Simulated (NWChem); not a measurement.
System: CClF2 cation

```xyz
4

F     -0.0003     1.0475    -1.0677
C      0.0020     0.3812     0.0000
F     -0.0003     1.0475     1.0677
Cl     0.0000    -1.2481     0.0000
```
Atoms are numbered in this order, from 1.

Computed with NWChem. Pople sets run with spherical d functions. The geometry was optimised at B3LYP/6-31G* (spherical d). Level: PBE0/6-31G* with COSMO at NWChem's default radii, gas-phase geometry; rows give the dielectric constant. Reactions with the solvent are ignored.

| dielectric constant | electrostatic solvation energy (kcal/mol) |
|---|---|
| 2.0 | -34.2 |
| 2.4 | -39.9 |
| 3.9 | -50.9 |
| 25.0 | -65.8 |
| 46.7 | [?] |

### Question
What belongs in the gaps?

### Answer

- 46.7, electrostatic solvation energy (kcal/mol): -67.0
